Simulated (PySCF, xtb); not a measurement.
Si(OSiH3)(F)2(Me) (CH6F2OSi2), SMILES [Si](C)(F)(O[SiH3])F.

GFN2-xTB (xtb 6.7.1) at its own geometry gives an orbital gap of 6.26 eV and a dipole moment of 2.33 D.

Coordinates come from a ωB97X-D3(BJ)/def2-SVP optimisation. Other conformers were not sampled.

Problem. What does PySCF with PBE/def2-TZVP give? (The exact figures need the calculation; the answer reports its results.)

Solution. gap 6.88 eV (levels -7.78 and -0.91 eV), dipole 1.81 D.
